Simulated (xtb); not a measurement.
Input for xtb:
```
$ xtb mol.xyz --gfn 2 --vomega --json

# file mol.xyz
8

F      1.40411511    -0.28283952    -1.02131229
C      0.76712540    -0.06168844     0.12248110
F      1.24344065     1.05549696     0.65908857
F      1.02641252    -1.06809983     0.94881838
C     -0.76712540     0.06168844    -0.12248110
F     -1.02641252     1.06809983    -0.94881838
F     -1.24344065    -1.05549696    -0.65908857
F     -1.40411511     0.28283952     1.02131229
```

**Question.** What does this run give for the vertical ionisation energy (with the method's empirical shift), vertical electron affinity (with the method's empirical shift)?

**Answer.** 
The vertical ionisation energy (with the method's empirical shift) is 13.40 eV and the vertical electron affinity (with the method's empirical shift) comes out as -7.15 eV.
